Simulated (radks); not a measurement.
Task: The mean radii <r> (bohr) of the occupied orbitals of an atom or ion are listed with their occupations. Calculated with a radial shooting solver on a logarithmic mesh with Libxc functionals: scalar-relativistic Kohn-Sham, PBEsol, spin-polarised, spherical densities, finite nucleus; Fermi nuclear charge, rms radius of each element as measured or else 0.836 A^(1/3) + 0.57 fm.

| orbital | occ. | <r> |
|---|---|---|
| 1s up | 1 | 0.02191 |
| 1s down | 1 | 0.02191 |
| 2s up | 1 | 0.09286 |
| 2s down | 1 | 0.09275 |
| 2p up | 3 | 0.08192 |
| 2p down | 3 | 0.08179 |
| 3s up | 1 | 0.2328 |
| 3s down | 1 | 0.2334 |
| 3p up | 3 | 0.2287 |
| 3p down | 3 | 0.2294 |
| 3d up | 5 | 0.2039 |

Name the element and its charge. Open shells, if any, are filled with parallel spins first.

Result: Z = 64, gadolinium, charge +41: Gd41+ in [Ar] 3d5. The 1s radius gives Z: for a bare nucleus <r> = (2 gamma + 1)/(2Z) with gamma = sqrt(1 - (Z/c)^2), 0.02163 bohr for Z = 64, and screening makes it slightly larger (0.02191 here). The occupations add up to 23, and the charge is Z minus that.
